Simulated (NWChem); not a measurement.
System: BH2SF; SMILES B(F)S

Here is an NWChem input.

```
start job
memory heap 200 mb stack 900 mb global 1100 mb
geometry units angstroms noautosym nocenter noautoz
  B     -0.521309    -0.593864     0.000000
  F      0.306758    -1.638921     0.000000
  H     -1.721153    -0.786487     0.000000
  S      0.204461     1.060535     0.000000
  H     -0.995355     1.702711     0.000000
end
basis spherical
  * library aug-cc-pvdz
end
dft
  xc pbe0
  iterations 150
end
property
  response 1 0.0
end
task dft property
```

Parts of the log:

```
             Northwest Computational Chemistry Package (NWChem) 7.3.0
             --------------------------------------------------------

                             Geometry "geometry" -> ""
                             -------------------------

 Output coordinates in angstroms (scale by  1.889725989 to convert to a.u.)

  No.       Tag          Charge          X              Y              Z
 ---- ---------------- ---------- -------------- -------------- --------------
    1 B                    5.0000    -0.52130900    -0.59386400     0.00000000
    2 F                    9.0000     0.30675800    -1.63892100     0.00000000
    3 H                    1.0000    -1.72115300    -0.78648700     0.00000000
    4 S                   16.0000     0.20446100     1.06053500     0.00000000
    5 H                    1.0000    -0.99535500     1.70271100     0.00000000

 Effective nuclear repulsion energy (a.u.)      85.8983889099

                              NWChem Property Module
                              ----------------------

                                 NWChem DFT Module
                                 -----------------

 Summary of "ao basis" -> "ao basis" (spherical)
 ------------------------------------------------------------------------------
       Tag                 Description            Shells   Functions and Types
 ---------------- ------------------------------  ------  ---------------------
 B                        aug-cc-pvdz                9       23   4s3p2d
 F                        aug-cc-pvdz                9       23   4s3p2d
 H                        aug-cc-pvdz                5        9   3s2p
 S                        aug-cc-pvdz               11       27   5s4p2d

            General Information
            -------------------
          SCF calculation type: DFT
          Wavefunction type:  closed shell.
          No. of atoms     :     5
          No. of electrons :    32
           Alpha electrons :    16
            Beta electrons :    16
          Charge           :     0
          Spin multiplicity:     1
          Use of symmetry is: off; symmetry adaption is: off
          Maximum number of iterations: 150
          AO basis - number of functions:    91
                     number of shells:    39
          Convergence on energy requested:  1.00D-06
          Convergence on density requested:  1.00D-05
          Convergence on gradient requested:  5.00D-04

              XC Information
              --------------
                         PBE0 Method XC Functional
                     Hartree-Fock (Exact) Exchange  0.250
          PerdewBurkeErnzerhof Exchange Functional  0.750
            Perdew 1991 LDA Correlation Functional  1.000 local
           PerdewBurkeErnz. Correlation Functional  1.000 non-local

             Grid Information
             ----------------
          Grid used for XC integration:  medium
          Radial quadrature: Mura-Knowles
          Angular quadrature: Lebedev.
          Tag              B.-S. Rad. Rad. Pts. Rad. Cut. Ang. Pts.
          ---              ---------- --------- --------- ---------
          B                   0.85       49          13.0       434
          F                   0.50       49          13.0       434
          H                   0.35       45          14.0       434
          S                   1.00       88          13.0       590
          Grid pruning is: on
          Number of quadrature shells:   276
          Spatial weights used:  Erf1

      Superposition of Atomic Density Guess
      -------------------------------------

 Sum of atomic energies:        -522.39922027

      Non-variational initial energy
      ------------------------------

 Total energy =    -523.196826
 1-e energy   =    -892.242313
 2-e energy   =     283.147098
 HOMO         =      -0.351654
 LUMO         =       0.023582

   convergence    iter        energy       DeltaE   RMS-Dens  Diis-err
 ---------------- ----- ----------------- --------- --------- ---------
 d= 0,ls=0.0,diis     1   -523.8456051236 -6.10D+02  1.28D-02  4.92D-01
 d= 0,ls=0.0,diis     2   -523.8213569711  2.42D-02  5.29D-03  9.26D-01
 d= 0,ls=0.0,diis     3   -523.9070801299 -8.57D-02  1.26D-03  1.59D-02
 d= 0,ls=0.0,diis     4   -523.9080331204 -9.53D-04  4.92D-04  2.64D-03
 d= 0,ls=0.0,diis     5   -523.9083967578 -3.64D-04  1.10D-04  1.61D-04
  Resetting Diis
 d= 0,ls=0.0,diis     6   -523.9084231972 -2.64D-05  1.84D-05  2.82D-06
 d= 0,ls=0.0,diis     7   -523.9084236542 -4.57D-07  1.03D-05  2.52D-07
 d= 0,ls=0.0,diis     8   -523.9084236594 -5.27D-09  4.71D-06  2.10D-07

         Total DFT energy =     -523.908423659429
      One electron energy =     -894.124461259349
           Coulomb energy =      324.995152473105
    Exchange-Corr. energy =      -40.677503783048
 Nuclear repulsion energy =       85.898388909863

 Numeric. integr. density =       32.000001732073

                       DFT Final Molecular Orbital Analysis
                       ------------------------------------

 Vector   14  Occ=2.000000D+00  E=-4.213235D-01
              MO Center= -3.2D-03,  3.5D-01, -6.1D-12, r^2= 2.9D+00
   Bfn.  Coefficient  Atom+Function         Bfn.  Coefficient  Atom+Function
  ----- ------------  ---------------      ----- ------------  ---------------
    64      0.332452  4 S  px                83     -0.287880  5 H  s
    59      0.267021  4 S  s                 28     -0.259470  2 F  px
    29     -0.235924  2 F  py                67      0.218091  4 S  px
    58      0.186134  4 S  s                 31     -0.175621  2 F  px
    32     -0.155791  2 F  py                84     -0.151460  5 H  s

 Vector   15  Occ=2.000000D+00  E=-3.406661D-01
              MO Center= -2.7D-01,  1.4D-01,  1.3D-11, r^2= 3.0D+00
   Bfn.  Coefficient  Atom+Function         Bfn.  Coefficient  Atom+Function
  ----- ------------  ---------------      ----- ------------  ---------------
    64      0.292132  4 S  px                47      0.281527  3 H  s
    65      0.272752  4 S  py                 5     -0.253035  1 B  px
    67      0.221904  4 S  px                28      0.216009  2 F  px
     6     -0.193475  1 B  py                68      0.192534  4 S  py
     8     -0.179178  1 B  px                59      0.173385  4 S  s

 Vector   16  Occ=2.000000D+00  E=-3.078663D-01
              MO Center=  8.9D-02,  8.3D-01, -7.2D-12, r^2= 1.8D+00
   Bfn.  Coefficient  Atom+Function         Bfn.  Coefficient  Atom+Function
  ----- ------------  ---------------      ----- ------------  ---------------
    66      0.520498  4 S  pz                69      0.459046  4 S  pz
     7      0.155060  1 B  pz                30     -0.139345  2 F  pz
    33     -0.095098  2 F  pz                10      0.058423  1 B  pz
    72      0.043342  4 S  pz                15      0.038640  1 B  d -1
    36     -0.032749  2 F  pz

 Vector   17  Occ=0.000000D+00  E=-3.103990D-02
              MO Center= -5.2D-01, -3.3D-01, -7.5D-10, r^2= 3.3D+00
   Bfn.  Coefficient  Atom+Function         Bfn.  Coefficient  Atom+Function
  ----- ------------  ---------------      ----- ------------  ---------------
    10      0.560705  1 B  pz                 7      0.540155  1 B  pz
    13      0.300787  1 B  pz                69     -0.285342  4 S  pz
    72     -0.257998  4 S  pz                30     -0.220972  2 F  pz
    66     -0.213431  4 S  pz                33     -0.174536  2 F  pz
    36     -0.116065  2 F  pz                74     -0.074545  4 S  d -1

 Vector   18  Occ=0.000000D+00  E=-1.291323D-02
              MO Center= -1.0D+00,  1.4D+00,  8.5D-10, r^2= 8.6D+00
   Bfn.  Coefficient  Atom+Function         Bfn.  Coefficient  Atom+Function
  ----- ------------  ---------------      ----- ------------  ---------------
    85      1.588839  5 H  s                  4     -0.889210  1 B  s
    49      0.645331  3 H  s                 84      0.583961  5 H  s
    60     -0.547643  4 S  s                 71     -0.393672  4 S  py
    59     -0.338316  4 S  s                 70      0.305226  4 S  px
    67      0.292467  4 S  px                68     -0.236441  4 S  py

 Vector   19  Occ=0.000000D+00  E= 2.251812D-02
              MO Center= -6.7D-01,  3.8D-01,  1.7D-10, r^2= 1.7D+01
   Bfn.  Coefficient  Atom+Function         Bfn.  Coefficient  Atom+Function
  ----- ------------  ---------------      ----- ------------  ---------------
     4      2.244316  1 B  s                 60     -1.611508  4 S  s
    49     -1.020849  3 H  s                 71      0.914715  4 S  py
    12      0.870484  1 B  py                27      0.697270  2 F  s
     9      0.674286  1 B  py                11      0.413114  1 B  px
    59     -0.409975  4 S  s                  3      0.353975  1 B  s

     Multipole analysis of the density
     ---------------------------------

     L   x y z        total         alpha         beta         nuclear
     -   - - -        -----         -----         ----         -------
     0   0 0 0     -0.000000    -16.000000    -16.000000     32.000000

     1   1 0 0     -0.492950     -0.916520     -0.916520      1.340090
     1   0 1 0      0.391974      0.039919      0.039919      0.312135
     1   0 0 1     -0.000000     -0.000000     -0.000000      0.000000

     2   2 0 0    -17.984170    -21.183141    -21.183141     24.382112
     2   1 1 0     -0.806926     -0.673856     -0.673856      0.540785
     2   1 0 1      0.000000      0.000000      0.000000      0.000000
     2   0 2 0    -18.852359    -94.152303    -94.152303    169.452247
     2   0 1 1      0.000000      0.000000      0.000000      0.000000
     2   0 0 2    -18.863330     -9.431665     -9.431665      0.000000

 *** CALLING NEW AORESP DRIVER FOR CLOSED AND OPEN SHELLS ***
 Entering AOResponse driver routine

--------------------------------------------------------------------------------

          -----------------------------------------------
          Solving response equations for perturbing field
          -----------------------------------------------

 number of frequencies:     1
 frequency in a.u.:  0.0000000E+00
 Perturbing field: electric
 Using El. Dipole Length Gauge

 Setting up CPKS with frequency omega =      0.00000000 a.u.

 STATIC response

                                NWChem CPHF Module
                                ------------------

  scftype          =     RHF
  nclosed          =       16
  nopen            =        0
  variables        =     1200
  # of vectors     =        3
  tolerance        = 0.10D-03
  level shift      = 0.00D+00
  max iterations   =       50
  max subspace     =       30

 SCF residual:    7.0387429121502007E-005

Iterative solution of linear equations
  No. of variables     1200
  No. of equations        3
  Maximum subspace       30
        Iterations       50
       Convergence  1.0D-04

   iter   nsub   residual    time
   ----  ------  --------  ---------
     1      3    3.36D+00      19.1
     2      6    1.38D+00      25.6
     3      9    4.79D-01      32.0
     4     12    3.35D-02      38.4
     5     15    5.43D-03      44.9
     6     18    7.98D-04      51.3
     7     21    1.96D-04      57.7
     8     24    2.31D-05      64.1

 Electric Dipole Response Matrix (nonzero elements):

              1        2        3
    1   36.0596   3.0084   0.0000
    2    3.0084  44.5021  -0.0000
    3    0.0000  -0.0000  30.1109

 ------------------------------------------
 average:        36.89088 + I       0.00000

 DFT Linear Response polarizability / au
 Frequency  =       0.0000000 / au
              X              Y              Z
 -----------------------------------------------
 X      36.0596122      3.0084078      0.0000000
 Y       3.0083883     44.5021296     -0.0000000
 Z       0.0000000     -0.0000000     30.1109083
 -----------------------------------------------
 Eigenvalues =      35.0972869     45.4644549     30.1109083
 Isotropic   =      36.8908834
 Anisotropic =      13.5660152
 -----------------------------------------------

 Magnetic Dipole Response Matrix (nonzero elements):

 Exiting AOResponse driver routine
```

Level: PBE0/aug-cc-pVDZ. Geometry: optimised at PBE-D3(BJ)/def2-SVP.
